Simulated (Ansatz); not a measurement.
`C[O][GaH2]` → `[CH3]`• + `[O][GaH2]`•  (homolysis of the C–O bond)

Gas-phase electronic energies from Ansatz, PBE0-D4/def2-TZVP geometries. CBS: MP2 limit from def2 TZ/QZ plus the TZ coupled-cluster correction, frozen cores. This one scheme is used for every species. DFT in def2-TZVPP. Open shells (•) are unrestricted, without spin–orbit coupling. For Ga outer-core shells are correlated without core-valence functions, which leaves a few kJ/mol of doubt a bond. Scalar relativity is left out up to krypton.

Task: What is ΔE at CCSD(T)/CBS? (Estimate.)

Result: Computed: +402.3 kJ/mol.

Task: What do these levels give: LDA (SPW92), revPBE-D4, r2SCAN0-D4, B2PLYP, LC-ωPBE, HF/CBS(def2)? (Estimate.)

Result: The calculation gave: LDA (SPW92) 478.7, revPBE-D4 377.3, r2SCAN0-D4 358.4, B2PLYP 385.1, LC-ωPBE 382.7, HF/CBS(def2) 231.0 kJ/mol.

Largest T1 diagnostic among the species: 0.019.

In def2-TZVPP, CCSD(T) changes the Hartree–Fock value by +158.7 kJ/mol (the triples alone add +13.3 kJ/mol) and MP2 by +196.5 kJ/mol; breaking electron pairs costs correlation energy, which Hartree–Fock lacks. From r2SCAN to r2SCAN0 (25 % exact exchange), in def2-TZVPP and without D4, ΔE moves by −6.1 kJ/mol: exact exchange takes away binding that semilocal exchange gives to molecules. The D4 term adds +9.3 kJ/mol with B3LYP and +4.9 kJ/mol with PBE0; it sums over pairs of atoms, weighted by their polarisabilities, and B3LYP, whose exchange is more repulsive, gets the larger term.

B3LYP here is the variant with VWN-RPA as its local correlation; programs differ in this.
